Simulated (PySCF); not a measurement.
# Correlation energy of Ga (gallium, neutral)

[Ar] 3d10 4s1 4p1 5s1, high-spin 4P determinant (an excited configuration). Computed with PySCF 2.14 in x2c-TZVPPall with one added diffuse shell each of s, p, d type (7s6p5d1f, 57 functions), with the spin-free X2C one-electron Hamiltonian (Gaussian nucleus). Frozen: [Ne]; 21 electrons correlated.

```csv
level,correlation energy (mhartree)
CCSD,-273.40
(T),-7.07
CCSD(T),-280.47
```

Diagnostics: T1 = 0.0095, D1 = 0.0265, largest double amplitude 0.035.

Problem. Is a single reference adequate?

Solution. Yes, within this model without spin-orbit coupling: T1 lies below 0.03 and no double amplitude reaches 0.07.

This basis was not built for core-valence correlation, so the inner-shell part is incomplete.
